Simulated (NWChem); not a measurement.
Molecule: LiCl; SMILES [Li][Cl]

Results from NWChem. Pople sets run with spherical d functions. Each level has its own optimisation; frequencies are unscaled.

```
level           basis functions  r Cl–Li (Å)  highest harmonic frequency (cm⁻¹)  zero-point energy (kcal/mol)  dipole (D)
--------------  ---------------  -----------  ---------------------------------  ----------------------------  ----------
PBE/STO-3G                   14        1.944                                782                           1.1        4.55
PBE/3-21G                    22          [?]                                622                           0.9        7.21
PBE/6-31G*                   32        2.061                                623                           0.9        6.95
PBE/6-31+G*                  40        2.062                                610                           0.9        7.19
PBE/6-311G**                 44        2.029                                630                           0.9        7.08
PBE/6-311++G**               52        2.029                                632                           0.9        6.99
```

Task: What belongs in the gaps?

Result: 
- PBE/3-21G, r Cl–Li (Å): 2.096
